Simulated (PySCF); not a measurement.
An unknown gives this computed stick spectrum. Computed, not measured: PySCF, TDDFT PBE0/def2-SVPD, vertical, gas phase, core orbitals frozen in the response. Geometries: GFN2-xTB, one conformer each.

```tsv
state	E (eV)	λ (nm)	f
S1	5.20	238.3	0.029
S2	5.66	219.0	0.0019
S3	5.70	217.6	0.0015
S4	5.95	208.5	0.011
S5	6.24	198.9	0.037
S6	6.37	194.7	0.0004
S7	6.40	193.7	0.0036
S8	6.44	192.6	0.0019
```

Problem. Which candidate is it? All have the formula C5H9OPSi.
A. `Cc1coc([SiH2]P)c1`
B. `CC#C[C@@H]1CO[Si@@H]1P`
C. `c1ccc(C[SiH2]P)o1`
D. `[Si@H]1(OCC[C@H]1C#C)P`
E. `C#C[C@@H]1CCO[Si@@H]1P`

Solution. B. Its S1, at 5.20 eV, is the lowest among the candidates; the nearest of the others has S1 at 5.54 eV. S1 is HOMO→LUMO (97%). Löwdin shares by element: HOMO carbon 69% or more, silicon 8% (atoms not listed hold the other 23%); LUMO silicon 34%, phosphorus 15%, carbon 10% or more, oxygen 10% (atoms not listed hold the other 31%). At the same level the other candidates give, for their lowest levels:
- `C#C[C@@H]1CCO[Si@H]1P`: 6.12 eV (f 0.047); 6.24 eV (f 0.003); 6.52 eV (f 0.022); 6.67 eV (f 0.047); 6.73 eV (f 0.011); T1 5.30 eV; HOMO -7.28, LUMO 0.08 eV
- `P[SiH2]Cc1ccco1`: 5.54 eV (f 0.119); 5.70 eV (f 0.005); 6.04 eV (f 0.004); 6.14 eV (f 0.028); 6.22 eV (f 0.089); T1 3.84 eV; HOMO -6.34, LUMO -0.02 eV
- `C#C[C@@H]1CCO[Si@@H]1P`: 6.20 eV (f 0.010); 6.25 eV (f 0.004); 6.45 eV (f 0.005); 6.66 eV (f 0.060); 6.72 eV (f 0.053); T1 5.37 eV; HOMO -7.31, LUMO 0.12 eV
- `Cc1coc([SiH2]P)c1`: 5.65 eV (f 0.319); 5.97 eV (f 0.011); 6.07 eV (f 0.005); 6.24 eV (f 0.006); 6.33 eV (f 0.001); T1 3.79 eV; HOMO -6.61, LUMO -0.31 eV

The values belong to the conformer `[CH3:1][C:2]#[C:3][C@@H:4]1[CH2:5][O:6][Si@@H:7]1[PH2:8]`: H–P8–Si7–O6 180°, H–P8–Si7–O6 87°.
Triplets come from the Tamm–Dancoff approximation.
